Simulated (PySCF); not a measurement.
**Removal energies of Ce⁴⁰⁺ from EOM-IP-GCCSD**

Reference: closed-shell Ce⁴⁰⁺, [Ar]; one electron is removed. Calculated with PySCF 2.14, two-component X2C-1e with screened spin-orbit coupling, an even-tempered Gaussian basis (18 s from 2.9 bohr⁻², ratio 2.6; 14 p from 3.8 bohr⁻², ratio 2.6; 5 d from 3.9 bohr⁻², ratio 2.8; 3 f from 66 bohr⁻², ratio 2.8); frozen [Ne]; the 62 highest virtual spinors dropped; of the others 50 kept and the rest restored at second order. No Breit or QED terms. Binding energies in eV.

| level | Koopmans | second order | EOM-CCSD |
| --- | --- | --- | --- |
| 3s1/2 | 3349.2 | 3322.0 | 3341.4 |
| 3p1/2 | 3200.3 | 3200.3 | 3200.3 |
| 3p3/2 | 3088.8 | 3089.5 | 3089.8 |

In EOM-CCSD the overlap with the one-orbital guess is low for 3s1/2 (weight 0.62). That can mean mixing with two-hole, one-particle states, where second order and EOM-CCSD lose accuracy, or only a rotation among the degenerate components of the shell; the terms of those configurations are not listed.

For comparison, the ionisation energy of Ce⁴⁰⁺ is 3087 ± 4 eV (theoretical estimate listed by NIST; NIST Atomic Spectra Database, ionization energies).

Where second order misses EOM-CCSD by more than 1 eV, it overshoots the relaxation and correlation of that hole or particle, which higher orders damp.
